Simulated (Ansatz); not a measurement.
Reaction (ligand exchange at the Si–S bond): `N[SiH](O)S` + NH₃ → `N[SiH](N)O` + H₂S

Gas-phase electronic energies from Ansatz, PBE0-D4/def2-TZVP geometries. CCSD(T)/CBS adds triple-zeta CCSD(T) − MP2 to the extrapolated MP2 energy (def2 sets, frozen cores). This one scheme is used for every species. DFT in def2-TZVPP. HSE06 is defined as in plane-wave codes. One conformer a species, not always the lowest.

`N[SiH](O)S`:

Z-matrix (Å, degrees):
```
Si
O 1 1.644
S 1 2.137 2 105.1
N 1 1.696 2 112.5 3 -119.7
H 1 1.483 2 110.7 3 120.7
H 2 0.959 1 117.6 3 -57.1
H 3 1.344 1 94.0 2 174.4
H 4 1.007 1 120.6 2 -81.2
H 4 1.007 1 120.9 2 68.7
```

NH₃:

Z-matrix (Å, degrees):
```
N
H 1 1.013
H 1 1.013 2 107.1
H 1 1.013 2 107.1 3 -114.5
```

`N[SiH](N)O`:

Cartesian coordinates in Å:
```
N 0.655 -1.252 -0.355
Si -0.456 0.042 -0.200
N -0.177 0.667 1.363
O -0.228 1.017 -1.510
H 0.786 -1.695 -1.250
H 0.758 -1.913 0.398
H -1.908 -0.246 -0.274
H 0.754 0.839 1.704
H -0.857 1.257 1.812
H 0.675 1.285 -1.687
```

H₂S:

Z-matrix (Å, degrees):
```
S
H 1 1.341
H 1 1.341 2 92.3
```

(1) Is it downhill or uphill in electronic energy at CCSD(T)/CBS, and by how much? (Best estimate.)

(2) What do these levels give: r2SCAN-D4, B97M-V, BHLYP-D4, ωB97X-V, B2PLYP, r2SCAN, PBE0, HSE06, CCSD/def2-SVP, SCS-MP2/def2-TZVPP, CCSD(T)/def2-TZVPP, MP2/def2-QZVPP? (Estimate.)

Largest T1 diagnostic among the species: 0.011.

Answers

(1) Computed: Downhill: ΔE = -4.2 kJ/mol.

(2) The calculation gave: r2SCAN-D4 -0.7, B97M-V -1.1, BHLYP-D4 -7.1, ωB97X-V -4.2, B2PLYP -6.6, r2SCAN -1.0, PBE0 1.0, HSE06 1.1, CCSD/def2-SVP -10.3, SCS-MP2/def2-TZVPP -7.4, CCSD(T)/def2-TZVPP -6.9, MP2/def2-QZVPP -2.7 kJ/mol.

From BLYP to BHLYP (50 % exact exchange), in def2-TZVPP and without D4, ΔE moves by −5.3 kJ/mol. At CCSD(T), def2-SVP lies −4.8 kJ/mol from the extrapolated value and def2-TZVPP −2.8 kJ/mol.
